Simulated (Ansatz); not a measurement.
Nudged elastic band run: C₂H₁₀OSi

The input (input.yaml):

```yaml
crystal:
  periodic: [false, false, false]
  atoms:
    - { symbol: Si, position_ang: [-1.199323, 0.214388, 0.493614] }
    - { symbol: C, position_ang: [0.057617, -0.783083, -0.477948] }
    - { symbol: C, position_ang: [0.707813, 0.023461, -1.61585] }
    - { symbol: H, position_ang: [-2.282678, 0.701939, -0.414818] }
    - { symbol: H, position_ang: [-0.550507, 1.427824, 1.079909] }
    - { symbol: O, position_ang: [-1.811984, -0.781905, 1.68704] }
    - { symbol: H, position_ang: [2.62237, 0.782154, 1.739892] }
    - { symbol: H, position_ang: [1.90301, 0.92952, 1.626249] }
    - { symbol: H, position_ang: [0.82539, -1.14885, 0.215753] }
    - { symbol: H, position_ang: [-0.440227, -1.675376, -0.879269] }
    - { symbol: H, position_ang: [1.233914, 0.90584, -1.232922] }
    - { symbol: H, position_ang: [1.438405, -0.579916, -2.166635] }
    - { symbol: H, position_ang: [-0.039498, 0.373536, -2.337865] }
    - { symbol: H, position_ang: [-2.464501, -0.389432, 2.28285] }
magnetization:
  spin_polarized: true
basis:
  gaussian: { orbitals: "6-31G*" }
hamiltonian:
  xc: b3lyp
  dispersion: d4
neb:
  order_check: false
  images: 5
  f_tol: 0.05
  max_iterations: 60
  final_atoms:
    - { symbol: Si, position_ang: [-1.29217585, 1.44045322, 1.22550011] }
    - { symbol: C, position_ang: [0.72160227, -1.45412561, -0.7078954] }
    - { symbol: C, position_ang: [1.2119295, -0.19706103, -1.43033192] }
    - { symbol: H, position_ang: [-1.85760032, 0.98323077, -0.07563565] }
    - { symbol: H, position_ang: [-2.35776819, 2.21743301, 1.92212269] }
    - { symbol: O, position_ang: [-0.73572123, 0.17126893, 2.15572018] }
    - { symbol: H, position_ang: [0.41381284, -1.22370866, 0.31788285] }
    - { symbol: H, position_ang: [-0.12170568, 2.31563955, 0.98837534] }
    - { symbol: H, position_ang: [1.50907141, -2.21560562, -0.65798793] }
    - { symbol: H, position_ang: [-0.13637742, -1.90049653, -1.2259714] }
    - { symbol: H, position_ang: [2.06631774, 0.25256049, -0.91026552] }
    - { symbol: H, position_ang: [1.5282392, -0.42040819, -2.45664252] }
    - { symbol: H, position_ang: [0.42341991, 0.56286657, -1.48701797] }
    - { symbol: H, position_ang: [-1.37324318, -0.53194691, 2.34214714] }
  initial_path:
    images:
      - { positions_ang: [[-1.199323, 0.214388, 0.493614], [0.057617, -0.783083, -0.477948], [0.707813, 0.023461, -1.61585], [-2.282678, 0.701939, -0.414818], [-0.550507, 1.427824, 1.079909], [-1.811984, -0.781905, 1.68704], [2.62237, 0.782154, 1.739892], [1.90301, 0.92952, 1.626249], [0.82539, -1.14885, 0.215753], [-0.440227, -1.675376, -0.879269], [1.233914, 0.90584, -1.232922], [1.438405, -0.579916, -2.166635], [-0.039498, 0.373536, -2.337865], [-2.464501, -0.389432, 2.28285]] }
      - { positions_ang: [[-1.11926586, 0.30766185, 0.58489485], [0.1462704, -0.77264862, -0.47272422], [0.82282683, 0.04460124, -1.57821719], [-2.26729691, 0.52406925, -0.25099255], [-0.63810485, 1.59213513, 0.90718926], [-1.58954474, -0.56538545, 1.87639873], [1.97538744, 0.51500639, 1.38763523], [1.53523277, 0.82730602, 1.55641588], [0.88432041, -1.26080654, 0.14140735], [-0.42975002, -1.57384424, -0.9156716], [1.4005181, 0.86975666, -1.16566196], [1.50386777, -0.56362469, -2.17422022], [0.08577405, 0.46922333, -2.25452036], [-2.31043438, -0.41335032, 2.3580668]] }
      - { positions_ang: [[-1.03920872, 0.4009357, 0.67617571], [0.2349238, -0.76221423, -0.46750045], [0.93784066, 0.06574148, -1.54058437], [-2.25191583, 0.34619951, -0.0871671], [-0.7257027, 1.75644625, 0.73446952], [-1.36710548, -0.3488659, 2.06575745], [1.32840488, 0.24785877, 1.03537847], [1.16745555, 0.72509203, 1.48658275], [0.94325082, -1.37276309, 0.06706171], [-0.41927305, -1.47231249, -0.95207421], [1.56712219, 0.83367333, -1.09840192], [1.56933053, -0.54733339, -2.18180544], [0.21104611, 0.56491066, -2.17117573], [-2.15636776, -0.43726863, 2.4332836]] }
      - { positions_ang: [[-0.95915158, 0.49420955, 0.76745656], [0.3235772, -0.75177985, -0.46227667], [1.05285449, 0.08688172, -1.50295156], [-2.23653474, 0.16832976, 0.07665835], [-0.81330055, 1.92075738, 0.56174978], [-1.14466623, -0.13234636, 2.25511618], [0.68142232, -0.01928884, 0.6831217], [0.79967832, 0.62287805, 1.41674963], [1.00218122, -1.48471963, -0.00728394], [-0.40879607, -1.37078073, -0.98847681], [1.73372629, 0.79758999, -1.03114188], [1.6347933, -0.53104208, -2.18939066], [0.33631816, 0.66059799, -2.08783109], [-2.00230114, -0.46118695, 2.5085004]] }
      - { positions_ang: [[-1.07015967, 0.80962411, 0.92013774], [0.45625222, -0.9858951, -0.54414958], [1.10587949, -0.00776586, -1.47874501], [-2.11022327, 0.43996343, 0.02589369], [-1.3281231, 2.01964925, 1.01520742], [-1.00835123, -0.03114126, 2.22198418], [0.59221916, -0.42076211, 0.56137542], [0.49255032, 1.18713188, 1.2739582], [1.17114462, -1.72834829, -0.22418527], [-0.31798986, -1.54735266, -1.06764167], [1.84459011, 0.61591349, -0.99084976], [1.59927527, -0.49416412, -2.27847462], [0.36535208, 0.62802085, -1.88756005], [-1.79261515, -0.4847736, 2.45304931]] }
      - { positions_ang: [[-1.18116776, 1.12503867, 1.07281893], [0.58892725, -1.22001035, -0.62602249], [1.1589045, -0.10241345, -1.45453846], [-1.98391179, 0.7115971, -0.02487098], [-1.84294564, 2.11854113, 1.46866506], [-0.87203623, 0.07006383, 2.18885218], [0.503016, -0.82223538, 0.43962914], [0.18542232, 1.75138572, 1.13116677], [1.34010802, -1.97197696, -0.4410866], [-0.22718364, -1.7239246, -1.14680654], [1.95545392, 0.43423699, -0.95055764], [1.56375723, -0.45728615, -2.36755857], [0.39438599, 0.59544371, -1.68728901], [-1.58292916, -0.50836026, 2.39759823]] }
      - { positions_ang: [[-1.29217585, 1.44045322, 1.22550011], [0.72160227, -1.45412561, -0.7078954], [1.2119295, -0.19706103, -1.43033192], [-1.85760032, 0.98323077, -0.07563565], [-2.35776819, 2.21743301, 1.92212269], [-0.73572123, 0.17126893, 2.15572018], [0.41381284, -1.22370866, 0.31788285], [-0.12170568, 2.31563955, 0.98837534], [1.50907141, -2.21560562, -0.65798793], [-0.13637742, -1.90049653, -1.2259714], [2.06631774, 0.25256049, -0.91026552], [1.5282392, -0.42040819, -2.45664252], [0.42341991, 0.56286657, -1.48701797], [-1.37324318, -0.53194691, 2.34214714]] }
```

Launched with:

```bash
$ ansatz run input.yaml --threads 2 --pin off --max-ram 3072MiB --backend cpu --events-out ev --progress --plain --runs-dir out
```

Output, in part (warnings, iteration lines, the closing report on the highest movable image, with atoms numbered from 0):

```
NEB end point (image 0): max|allowed force component| = 6.069e-3 eV/Å (the criterion of neb.relax_end_points is 1.000e-2)
NEB end point (image 6): max|allowed force component| = 2.018e-2 eV/Å (the criterion of neb.relax_end_points is 1.000e-2)
NEB iter   1: max|band force component| = 9.811e0 eV/Å  barrier→ = 3.9111 eV  barrier← = 4.2533 eV  Δτ_max = 0.2000 Å  (189 SCF iters)
NEB iter   2: max|band force component| = 3.109e0 eV/Å  barrier→ = 3.2289 eV  barrier← = 3.5711 eV  Δτ_max = 0.2000 Å  (144 SCF iters)
NEB iter   3: max|band force component| = 1.252e0 eV/Å  barrier→ = 3.4302 eV  barrier← = 3.7723 eV  Δτ_max = 0.1497 Å  (137 SCF iters)
NEB iter   4: max|band force component| = 5.979e-1 eV/Å  barrier→ = 3.5209 eV  barrier← = 3.8631 eV  Δτ_max = 0.2000 Å  (136 SCF iters)
NEB iter   5: max|band force component| = 8.055e-1 eV/Å  barrier→ = 3.5806 eV  barrier← = 3.9227 eV  CI = image 3  Δτ_max = 0.2000 Å  (140 SCF iters)
NEB iter   6: max|band force component| = 5.219e-1 eV/Å  barrier→ = 3.3459 eV  barrier← = 3.6880 eV  CI = image 3  Δτ_max = 0.2000 Å  (131 SCF iters)
NEB iter   7: max|band force component| = 1.192e0 eV/Å  barrier→ = 3.2276 eV  barrier← = 3.5698 eV  CI = image 3  Δτ_max = 0.1006 Å  (135 SCF iters)
NEB iter   8: max|band force component| = 5.527e-1 eV/Å  barrier→ = 3.1884 eV  barrier← = 3.5306 eV  CI = image 3  Δτ_max = 0.2000 Å  (129 SCF iters)
NEB iter   9: max|band force component| = 4.158e-1 eV/Å  barrier→ = 3.1308 eV  barrier← = 3.4730 eV  CI = image 3  Δτ_max = 0.2000 Å  (129 SCF iters)
NEB iter  10: max|band force component| = 3.516e-1 eV/Å  barrier→ = 3.1018 eV  barrier← = 3.4439 eV  CI = image 3  Δτ_max = 0.1574 Å  (128 SCF iters)
NEB iter  11: max|band force component| = 4.034e-1 eV/Å  barrier→ = 3.0875 eV  barrier← = 3.4296 eV  CI = image 3  Δτ_max = 0.0787 Å  (128 SCF iters)
NEB iter  12: max|band force component| = 2.769e-1 eV/Å  barrier→ = 3.0725 eV  barrier← = 3.4146 eV  CI = image 3  Δτ_max = 0.0787 Å  (131 SCF iters)
NEB iter  13: max|band force component| = 1.970e-1 eV/Å  barrier→ = 3.0617 eV  barrier← = 3.4039 eV  CI = image 3  Δτ_max = 0.0788 Å  (128 SCF iters)
NEB iter  14: max|band force component| = 1.408e-1 eV/Å  barrier→ = 3.0515 eV  barrier← = 3.3936 eV  CI = image 3  Δτ_max = 0.0768 Å  (126 SCF iters)
NEB iter  15: max|band force component| = 1.913e-1 eV/Å  barrier→ = 3.0447 eV  barrier← = 3.3868 eV  CI = image 3  Δτ_max = 0.0387 Å  (125 SCF iters)
NEB iter  16: max|band force component| = 1.632e-1 eV/Å  barrier→ = 3.0405 eV  barrier← = 3.3826 eV  CI = image 3  Δτ_max = 0.0769 Å  (127 SCF iters)
NEB iter  17: max|band force component| = 6.910e-2 eV/Å  barrier→ = 3.0349 eV  barrier← = 3.3770 eV  CI = image 3  Δτ_max = 0.0986 Å  (127 SCF iters)
NEB iter  18: max|band force component| = 4.300e-2 eV/Å  barrier→ = 3.0336 eV  barrier← = 3.3758 eV  CI = image 3  Δτ_max = 0.0000 Å  (264 SCF iters)
Total energy: -12159.71384863 eV, -446.8612417870 hartree
Atom 0 at    -0.696756     0.472512     0.902122 Å, force    -0.019177    -0.013989     0.047352 eV/Å
Atom 1 at     0.623896    -0.718449    -0.366835 Å, force     0.011327     0.015104     0.002430 eV/Å
Atom 2 at     0.788207     0.111682    -1.641898 Å, force    -0.002406    -0.001897    -0.017747 eV/Å
Atom 3 at    -1.739778     0.238011    -0.169306 Å, force     0.002743    -0.001361    -0.000759 eV/Å
Atom 4 at    -0.219002     1.857326     0.683356 Å, force     0.004920     0.001726     0.000954 eV/Å
Atom 5 at    -1.616541     0.020641     2.226138 Å, force     0.003671     0.006944    -0.037267 eV/Å
Atom 6 at     0.744425    -0.256551     0.961391 Å, force    -0.012029    -0.015218    -0.004706 eV/Å
Atom 7 at     0.611646     0.198400     1.960188 Å, force     0.006683     0.014186    -0.012039 eV/Å
Atom 8 at     1.595155    -1.162412    -0.086327 Å, force     0.003397     0.002775    -0.008413 eV/Å
Atom 9 at    -0.056045    -1.568980    -0.494556 Å, force    -0.003047    -0.003530    -0.001444 eV/Å
Atom 10 at     1.485220     0.942016    -1.487118 Å, force    -0.001065     0.000217     0.006762 eV/Å
Atom 11 at     1.177506    -0.498226    -2.466613 Å, force    -0.000170    -0.008799     0.011482 eV/Å
Atom 12 at    -0.170316     0.532314    -1.965746 Å, force     0.004798     0.003631     0.003474 eV/Å
Atom 13 at    -2.527816    -0.168184     1.945204 Å, force     0.000355     0.000213     0.009922 eV/Å
Dipole moment:     0.006363    -0.179020    -0.389804 e Å
```

The run converged. Neighbouring images differ by up to 3.2 eV, so the band resolves the path poorly. A vibrational analysis at the climbing image gives one clearly imaginary mode, 1621i cm⁻¹: a first-order saddle point. The orbitals stay closed-shell, which can raise the energy where a bond breaks towards radicals; this wasn't checked here.

Final band (atoms are numbered from 1 in the order of the input):

```json
{"image": "0", "path coordinate (Å)": "0.00", "energy (eV)": "0.00", "Si1–C2 (Å)": "1.88", "H7–H8 (Å)": "0.74", "Si1–H8 (Å)": "3.38"}
{"image": "1", "path coordinate (Å)": "1.45", "energy (eV)": "0.02", "Si1–C2 (Å)": "1.88", "H7–H8 (Å)": "0.74", "Si1–H8 (Å)": "3.34"}
{"image": "2", "path coordinate (Å)": "2.90", "energy (eV)": "0.32", "Si1–C2 (Å)": "1.90", "H7–H8 (Å)": "0.74", "Si1–H8 (Å)": "2.65"}
{"image": "3", "path coordinate (Å)": "4.35", "energy (eV)": "3.03", "Si1–C2 (Å)": "2.18", "H7–H8 (Å)": "1.11", "Si1–H8 (Å)": "1.70"}
{"image": "4", "path coordinate (Å)": "6.56", "energy (eV)": "-0.19", "Si1–C2 (Å)": "3.49", "H7–H8 (Å)": "2.04", "Si1–H8 (Å)": "1.48"}
{"image": "5", "path coordinate (Å)": "8.77", "energy (eV)": "-0.31", "Si1–C2 (Å)": "3.88", "H7–H8 (Å)": "2.64", "Si1–H8 (Å)": "1.48"}
{"image": "6", "path coordinate (Å)": "10.98", "energy (eV)": "-0.34", "Si1–C2 (Å)": "4.02", "H7–H8 (Å)": "3.64", "Si1–H8 (Å)": "1.48"}
```

Time of the run: 120 s on 2 threads of AMD EPYC 9B45 (Zen 5), with other jobs on the host, peak memory 0.25 GiB.
